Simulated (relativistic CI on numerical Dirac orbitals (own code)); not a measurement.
Nb²⁺: 4d valence photoemission

Computed with this model: Dirac-Coulomb-Breit CI, orbitals from a KLI potential per configuration, model QED (radiative potential, 1s self-energy scaled to tabulated hydrogen-like ionisation energies), valence Slater integrals scaled by 0.9, multiplet model of photoemission in the sudden approximation; configurations [Kr] 4d3 → [Kr] 4d2; 80 K; Lorentzian 0.3 eV and Gaussian 0.5 eV FWHM. Energies are those of the free ion, without screening or charge transfer. The energies are binding energies and can lie tens of eV above those of solids. S is read from ⟨S²⟩ = S(S + 1).

Field parameters in Wybourne normalisation: D3d B²₀ = −7Dσ, B⁴₀ = −14Dq − 21Dτ, B⁴₃ = −14√(10/7) Dq; Oh B⁴₀ = 21Dq, B⁴₄ = √(5/14) B⁴₀; Td as Oh with Dq negative (B⁴₀ = 21Dq, B⁴₄ = √(5/14) B⁴₀). The field is a parameter set, without covalency.

free ion: ground-state S = 1.50, centroid 24.40 eV. Peaks (eV, height): 24.1 (100), 25.5 (28).

Td, 10Dq = -6050 cm⁻¹: ground-state S = 1.49, centroid 24.54 eV. Peaks (eV, height): 23.8 (82), 24.5 (100), 26.0 (26).

D3d, 10Dq = 14650, Dσ = 880, Dτ = 90 cm⁻¹: ground-state S = 1.50, centroid 25.13 eV. Peaks (eV, height): 25.0 (100).

Oh, 10Dq = 22450 cm⁻¹: ground-state S = 1.50, centroid 25.49 eV. Peaks (eV, height): 25.4 (100).

Td, 10Dq = -6900 cm⁻¹: ground-state S = 1.49, centroid 24.56 eV. Peaks (eV, height): 23.7 (81), 24.6 (100), 26.1 (23).

D3d, 10Dq = 30100, Dσ = -940, Dτ = 80 cm⁻¹: ground-state S = 1.50, centroid 25.89 eV. Peaks (eV, height): 25.8 (100).

Strongest unbroadened transitions for Td, 10Dq = -6900 cm⁻¹:

```
Energy (eV)  Relative strength
      23.71                5.8
      23.72              100.0
      24.56               77.0
      24.57               29.2
      24.59                2.0
      24.60               12.8
      25.04                4.5
      25.10                0.9
      25.11                6.5
      25.16               11.5
      25.18                3.2
      25.19               23.0
      25.22               25.3
      26.12                7.8
      26.13                1.0
      26.15                9.2
      26.20                5.7
      26.23                1.8
```
